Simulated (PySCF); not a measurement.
**SnF and its ions**

PBE0; basis Sn def2-TZVPPD with ECP28, F def2-TZVPPD; scalar-relativistic core potentials; PySCF 2.14. Neutral (UKS): doublet (π ↑), Re = 1.950 Å, ωe = 573 cm⁻¹, De = 4.89 eV, HOMO -4.90 eV, LUMO -3.04 eV.

SnF⁺ (UKS): singlet (closed shell), Re = 1.875 Å, ωe = 688 cm⁻¹, De = 5.07 eV to Sn⁺ + F. The energies at the minima are -314.11534 hartree for SnF and -313.85371 for SnF⁺.

**Question.** Work out the adiabatic ionisation energy, without and with harmonic zero-point energies (1 hartree = 27.2114 eV, 1 eV = 8065.5 cm⁻¹), and the change of the bond length.

**Answer.** At PBE0: 0.26163 hartree = 7.119 eV between the minima; the zero-point term (688.0 − 573.0)/2 cm⁻¹ = +0.007 eV makes it 7.126 eV. Re changes by -7.5 pm against the neutral. The electron leaves a π orbital, and the shorter bond of the ion fits an antibonding orbital, or a change in how ionic the bond is.

SnF⁻ (UKS): triplet (π ↑↑), Re = 2.041 Å, ωe = 451 cm⁻¹, De = 2.85 eV to Sn + F⁻. The energies at the minima are -314.11534 hartree for SnF and -314.15983 for SnF⁻.

**Question.** Work out the adiabatic electron affinity, without and with harmonic zero-point energies (1 hartree = 27.2114 eV, 1 eV = 8065.5 cm⁻¹), and the change of the bond length.

**Answer.** At PBE0: 0.04449 hartree = 1.211 eV between the minima; the zero-point term (573.0 − 451.0)/2 cm⁻¹ = +0.008 eV makes it 1.218 eV. Re changes by +9.1 pm against the neutral. The electron enters a π orbital, and the longer bond of the ion fits an antibonding orbital, or a change in how ionic the bond is.

Spin–orbit coupling is left out, which matters for elements this heavy, above all for dissociation energies. For an ion De counts to the pair picked by the measured ionisation energies or electron affinities, which need not be the lowest pair at this level. The highest Kohn–Sham level is positive in this anion. Much of that is self-interaction error, but it also means that the finite basis helps to hold the extra electron. States were picked by a PBE0 search and need not be the measured ground states.
